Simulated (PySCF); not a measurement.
# Correlation energy of Sb(36+) (antimony, charge +36)

[Ne] 3s2 3p3, high-spin 4S determinant. Calculation: PySCF 2.14, in an even-tempered Gaussian basis (18 s from 6.2 bohr⁻², ratio 2.5; 12 p from 8.1 bohr⁻², ratio 2.5; 4 d from 33 bohr⁻², ratio 2.7; 4 f from 50 bohr⁻², ratio 2.7); the spin-free X2C one-electron Hamiltonian (Gaussian nucleus). Frozen: 1s2; 13 electrons correlated; the 21 highest virtual orbitals of each spin left out.

| level | correlation energy (mhartree) |
| --- | --- |
| CCSD | -530.91 |
| (T) | -0.99 |
| CCSD(T) | -531.90 |

Diagnostics: T1 = 0.00031, D1 = 0.0009, largest double amplitude 0.024.

Spin-orbit coupling is strong in this species (close to jj coupling), so the high-spin LS determinant is a model state, not a physical level.

Cost of the coupled-cluster step: about 30 core-seconds, for 13 correlated electrons.

At this charge the one-electron X2C treatment keeps the bare 1/r₁₂, with no two-electron picture change or Breit term. The effect here is smaller than on the frozen 1s shell; and a scalar Hamiltonian misses the large spin-orbit splitting of the p shells, which matters for ns² → np² pairs.

Spin-orbit coupling is strong in this species, so the high-spin LS determinant is a model state.
